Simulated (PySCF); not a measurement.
C2HCl3, SMILES ClC=C(Cl)Cl (connectivity only; charge and spin as stated), charge +1, multiplicity 2. Atoms are numbered in the order given.

```xyz
6

Cl     0.3426     2.2229     0.0000
C      0.9133     0.6673     0.0000
C      0.0699    -0.4679     0.0000
Cl    -1.5995    -0.3404     0.0000
Cl     0.7922    -1.9838     0.0000
H      2.0002     0.5267     0.0000
```
Charge +1, spin multiplicity 2.

Geometry: B3LYP-D3(BJ)/def2-SVP. The multiplicity is an assumed one; other spin states were not compared.

Method: PBE0/pcH-1 run with PySCF.

Unrestricted Kohn–Sham, ⟨S²⟩ = 0.752. Hyperfine tensors hold the contact and dipolar terms, without spin-orbit corrections.

Task: Estimate the hyperfine couplings. (The exact figures need the calculation; the answer reports its results.)

Result: 
| nucleus | A(iso) (MHz) | A(iso) (G) | dipolar principal values (MHz) |
|---|---|---|---|
| 35Cl no. 1 | 7.9 | 2.8 | -42.6, -38.1, 80.7 |
| 13C no. 2 | 29.6 | 10.6 | -35.4, -33.7, 69.1 |
| 13C no. 3 | 6.3 | 2.2 | -22.6, -20.1, 42.7 |
| 35Cl no. 4 | 4.1 | 1.5 | -24.7, -22.1, 46.8 |
| 35Cl no. 5 | 5.7 | 2.0 | -30.9, -28.0, 58.9 |
| 1H no. 6 | -32.4 | -11.5 | -14.8, -4.2, 19.0 |

Task: And the g tensor (effective nuclear charges for spin-orbit coupling, GIAO)? (Estimate from the structure and the level; the computed values follow.)

Result: principal values 2.0015, 2.0223, 2.0309; isotropic 2.0182.
